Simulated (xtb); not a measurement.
C2H2N3, doublet, from a rough starting geometry.

xtb was given this input:
```
$ xtb mol.xyz --gfn 2 --uhf 1 --opt vtight --json

# file mol.xyz
7

C     -0.60480022    -0.92317045    -0.60216937
N      0.69505327    -0.94595108    -0.53967355
C      1.00974213     0.11987644     0.10895920
N      0.00552989     0.83755662     0.43039863
N     -1.01959583     0.15518864     0.01677205
H      2.05426094     0.40414395     0.22434282
H     -2.01516774     0.42753229     0.26831476
```

**Question.** What does this run give for the total energy at the end of the optimisation, dipole moment?

**Answer.** 
```yaml
total_energy_at_the_end_of_the_optimisation: -13.942709 Ha
dipole_moment: 2.44 D
```
